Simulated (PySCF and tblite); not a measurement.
Results of a calculation; reference values are marked as such.
System: C₆H₁₀Si, numbered as in [CH3:1][C:2]1=[CH:3][C@H:4]([SiH3:5])[CH:6]=[CH:7]1.

Motion: shift of H on C4 from C4 to C6. GFN2-xTB gives an electronic barrier of 28.6 kcal/mol and a reaction energy of 1.2 kcal/mol.

Tunnelling of the moving H, left out here, will speed the real process.

Problem. What does PBE0/pcSseg-1 + D3(BJ) give on PBE0-D3(BJ)/def2-SVP geometries?

Solution. A barrier of 27.8 kcal/mol, 0.9 below the tight-binding barrier (from unrounded values), a reaction energy of 1.3 kcal/mol and, with GFN2-xTB thermal terms, ΔG‡(298 K) = 24.9 kcal/mol and k = 3.2×10⁻⁶ s⁻¹ (1 equivalent path).

Problem. And the level of the geometries itself, PBE0-D3(BJ)/def2-SVP?

Solution. 26.8 kcal/mol.

Programs: tblite and PySCF.
